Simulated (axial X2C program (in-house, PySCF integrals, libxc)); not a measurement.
## CuP⁺: cheaper levels and CCSD(T), two-component

Calculated with an axial X2C code built on PySCF integrals. Two-component (2c) means X2C with spin–orbit coupling and atomic mean-field two-electron Coulomb and Gaunt terms. Basis: Cu dyall-cv3z [9s9p6d3f2g], P dyall-v3z [8s7p2d1f] (cores contracted in-house); Gaussian nuclei, density fitting, unrestricted open shells. Masses: Cu 62.930 u, P 30.974 u.

State: Ω = 3/2 (⟨Sz⟩ = 1.50, ⟨Lz⟩ = 0.00 at HF); fragments Cu+ + P.

| level | Re (Å) | ωe (cm⁻¹) | De (eV) |
| --- | --- | --- | --- |
| PBE0 | 2.199 | 294.6 | 1.51 |
| HF | 2.571 | 160.2 | 0.532 |
| MP2 | 2.213 | 260.2 | 1.12 |
| CCSD | 2.295 | 232.0 | 1.04 |

Correlated methods: 15 electrons correlated (number of frozen shells: Cu 3 s, 2 p; P 2 s, 1 p), 219 virtual spin orbitals or spinors in MP2, 90 natural virtuals in coupled cluster.

CCSD(T), same Hamiltonian and basis:

Re = 2.240 Å, ωe = 255.4 cm⁻¹; T1 = 0.024 (Lee–Taylor normalisation).

Question: Give the differences from CCSD(T) in the columns below.

Answer: 

```json
{"level": "PBE0", "ΔRe (Å)": "-0.041", "Δωe (cm⁻¹)": "39.2"}
{"level": "HF", "ΔRe (Å)": "0.331", "Δωe (cm⁻¹)": "-95.2"}
{"level": "MP2", "ΔRe (Å)": "-0.027", "Δωe (cm⁻¹)": "4.8"}
{"level": "CCSD", "ΔRe (Å)": "0.055", "Δωe (cm⁻¹)": "-23.4"}
```

Occupations by symmetry block were frozen at the best pattern of an incomplete PBE0 search. De is counted from the lowest determinant-based energies of the atoms at the same level, without counterpoise correction. De is not given where an atomic determinant may have missed its ground term or J level, or where the truncated virtual space spoils (T). Density functionals use the spin component along the axis (collinear). CCSD and (T) use frozen natural virtuals with an MP2 correction for the truncation; (T) itself is uncorrected, so its De runs slightly low. PBE0 can misorder states that lie within some tenths of an eV, so this need not be the ground state of the molecule. The nearest other 2c determinant of the search, Ω = 1/2, lies 0.16 eV up at the distance of the search. With several unpaired electrons one determinant need not be a pure state. This is the top spin component of a Σ state; components of lower Ω are not single determinants and can lie lower. The levels of this run spread widely (ωe from 232 to 295 cm⁻¹), so these constants depend on the method.
